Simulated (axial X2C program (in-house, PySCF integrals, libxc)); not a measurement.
## Density and ELF of PbSe

Computed with an in-house all-electron X2C program for linear molecules (integrals from PySCF). Two-component (2c) means X2C with spin–orbit coupling and atomic mean-field two-electron Coulomb and Gaunt terms. Basis: Pb dyall-cv3z [12s14p10d7f1g], Se dyall-cv3z [8s9p6d4f1g] (cores contracted in-house); Gaussian nuclei, density fitting, unrestricted open shells. Masses: Pb 207.977 u, Se 79.917 u.

PBE0, 2c, state Ω = 0 (closed shell); Pb at z = 0, Se at z = 2.410 Å.

The maps cover the half plane through the axis: z from -2.4 to 4.8 Å along the bond, ρ from 0.15 to 2.25 Å away from it (steps of 0.3 Å, the bottom row nearest the axis).

log10 of the density in e/bohr³:

digits 0 to 9 span -4.46 to 1.93 evenly
```
0011122222222222222211000
0112222222222333332221100
1122233333333333333322110
1223334444444444444332211
1233444555444445554433221
2233455666554555555443221
2234456777655556765543321
2334556898655568986544321
```

Electron localisation function (collinear form, no current term, damped to 0 at low density):

digits 0 to 9 span 0.00 to 1.00 evenly
```
0000011100011233221100000
0001222211112444443210000
0124444332223566665431000
0356654332234677777653100
2567654333234677788764200
3677643454324664347875310
4777544656424632423776410
5777546343624517271676420
```

The state is one determinant whose occupation by symmetry is held fixed; it was picked as the lowest of a PBE0 search that is not exhaustive.
